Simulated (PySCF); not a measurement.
PySCF input (M06-2X/6-31G* (5d)):

```python
from pyscf import gto, dft

mol = gto.M(
    atom='''
    O    -0.59554300    1.18168600   -0.84776300
    Si   -0.05066300    0.21109700    0.24388100
    O     1.57014400   -0.24286400    0.00757600
    O    -0.91892800   -1.24558700    0.35843500
    H    -0.02683000    0.65415100    1.67916600
    H     1.82321000    0.09823000   -0.85624800
    H    -1.53248100   -1.25361100   -0.38323100
    ''',
    basis='6-31g*',
    charge=-1,
    spin=0,
    verbose=4,
)

mf = dft.RKS(mol, xc='m062x')
mf.grids.level = 4
mf.conv_tol = 1e-9
mf.max_cycle = 100
mf.max_memory = 1500
mf.kernel()
if not mf.converged:
    mf = mf.newton()
    mf.kernel(mf.make_rdm1())
mf.dip_moment()
```

Output:

```
PySCF version 2.14.0

[INPUT] verbose = 4
[INPUT] num. atoms = 7
[INPUT] num. electrons = 42
[INPUT] charge = -1
[INPUT] spin (= nelec alpha-beta = 2S) = 0
[INPUT] symmetry False subgroup None
[INPUT] Mole.unit = angstrom
[INPUT] Symbol           X                Y                Z      unit          X                Y                Z       unit  Magmom
[INPUT]  1 O     -0.595543000000   1.181686000000  -0.847763000000 AA   -1.125413165402   2.233062905233  -1.602039888540 Bohr   0.0
[INPUT]  2 Si    -0.050663000000   0.211097000000   0.243881000000 AA   -0.095739194649   0.398915515717   0.460868296985 Bohr   0.0
[INPUT]  3 O      1.570144000000  -0.242864000000   0.007576000000 AA    2.967142136129  -0.458946445516   0.014316565120 Bohr   0.0
[INPUT]  4 O     -0.918928000000  -1.245587000000   0.358435000000 AA   -1.736522248194  -2.353818294319   0.677343983458 Bohr   0.0
[INPUT]  5 H     -0.026830000000   0.654151000000   1.679166000000 AA   -0.050701351922   1.236166234110   3.173163857681 Bohr   0.0
[INPUT]  6 H      1.823210000000   0.098230000000  -0.856248000000 AA    3.445367567568   0.185627797216  -1.618074214707 Bohr   0.0
[INPUT]  7 H     -1.532481000000  -1.253611000000  -0.383231000000 AA   -2.895969381100  -2.368981456742  -0.724201632443 Bohr   0.0

nuclear repulsion = 176.884540109856
number of shells = 32
number of NR pGTOs = 144
number of NR cGTOs = 66
basis = 6-31g*
ecp = {}

******** <class 'pyscf.dft.rks.RKS'> ********
method = RKS
initial guess = minao
damping factor = 0
level_shift factor = 0
DIIS = <class 'pyscf.scf.diis.CDIIS'>
diis_start_cycle = 1
diis_space = 8
diis_damp = 0
SCF conv_tol = 1e-09
SCF conv_tol_grad = None
SCF max_cycles = 100
direct_scf = True
direct_scf_tol = 1e-13
XC library pyscf.dft.libxc version 7.1.2
    S. Lehtola, C. Steigemann, M. J. T. Oliveira, and M. A. L. Marques,  SoftwareX 7, 1–5 (2018)
XC functionals = m062x
    Y. Zhao and D. G. Truhlar,  Theor. Chem. Acc. 120, 215 (2008)
    Y. Zhao and D. G. Truhlar,  Theor. Chem. Acc. 120, 215 (2008)
radial grids:
    Treutler-Ahlrichs [JCP 102, 346 (1995); DOI:10.1063/1.469408] (M4) radial grids

becke partition: Becke, JCP 88, 2547 (1988); DOI:10.1063/1.454033
pruning grids: <function nwchem_prune>
grids dens level: 4
symmetrized grids: False
atomic radii adjust function: <function treutler_atomic_radii_adjust>
small_rho_cutoff = 0
Set gradient conv threshold to 3.16228e-05
Initial guess from minao.
tot grids = 160824
init E= -517.094578726957
  HOMO = -0.386638112174837  LUMO = 0.0109096598968037  gap/eV = 10.81783
cycle= 1 E= -516.71708607849  delta_E= 0.377  |g|= 1.15  |ddm|= 2.44
  HOMO = 0.10275661464452  LUMO = 0.319252792206834  gap/eV = 5.89116
cycle= 2 E= -516.537876506843  delta_E= 0.179  |g|=  1.5  |ddm|= 2.13
  HOMO = -0.108890714957466  LUMO = 0.292613003273972  gap/eV = 10.92547
cycle= 3 E= -516.969816404407  delta_E= -0.432  |g|= 0.21  |ddm|= 1.35
  HOMO = -0.0866585920204606  LUMO = 0.291590817989078  gap/eV = 10.29269
cycle= 4 E= -516.97798835747  delta_E= -0.00817  |g|= 0.0524  |ddm|= 0.178
  HOMO = -0.0928724633806803  LUMO = 0.295689901287628  gap/eV = 10.57332
cycle= 5 E= -516.978509596865  delta_E= -0.000521  |g|= 0.00654  |ddm|= 0.0423
  HOMO = -0.0923021923681121  LUMO = 0.295722213335881  gap/eV = 10.55868
cycle= 6 E= -516.978521908371  delta_E= -1.23e-05  |g|= 0.00139  |ddm|= 0.00878
  HOMO = -0.0925735299141657  LUMO = 0.295697886770415  gap/eV = 10.56540
cycle= 7 E= -516.978522543929  delta_E= -6.36e-07  |g|= 0.00024  |ddm|= 0.00226
  HOMO = -0.0925169218968924  LUMO = 0.295728774843332  gap/eV = 10.56470
cycle= 8 E= -516.978522566818  delta_E= -2.29e-08  |g|= 5.7e-05  |ddm|= 0.000478
  HOMO = -0.0925191106171568  LUMO = 0.295722445797695  gap/eV = 10.56459
cycle= 9 E= -516.978522568148  delta_E= -1.33e-09  |g|= 7.54e-06  |ddm|= 0.000107
  HOMO = -0.0925178740010595  LUMO = 0.295723322195253  gap/eV = 10.56458
cycle= 10 E= -516.978522568191  delta_E= -4.31e-11  |g|= 1.7e-06  |ddm|= 2.37e-05
  HOMO = -0.0925181775631345  LUMO = 0.295723222994815  gap/eV = 10.56459
Extra cycle  E= -516.978522568194  delta_E= -2.27e-12  |g|= 1.02e-06  |ddm|= 4.1e-06
converged SCF energy = -516.978522568194

WARN: System has nonzero charge -1; the dipole moment is origin-dependent.
Location of origin: [0. 0. 0.]

Dipole moment(X, Y, Z, Debye):  0.59442, -1.75135, -0.78835
```

The dipole moment of an ion depends on the origin.

The geometry given is a B3LYP-D3(BJ)/def2-TZVP minimum.
